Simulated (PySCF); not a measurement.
A structure optimised at PBE-D3(BJ)/def2-TZVPD, used in a PySCF frequency run:

```xyz
5

Zr     0.0000     0.0000     0.0000
H      1.0692     1.0692     1.0692
H     -1.0692     1.0692    -1.0692
H     -1.0692    -1.0692     1.0692
H      1.0692    -1.0692    -1.0692
```
Charge 0, spin multiplicity 1.

Write its SMILES, formula and point group.

[ZrH4], H4Zr, Td

What are its rotational constants (standard atomic weights)?

54.821, 54.821, 54.821 GHz
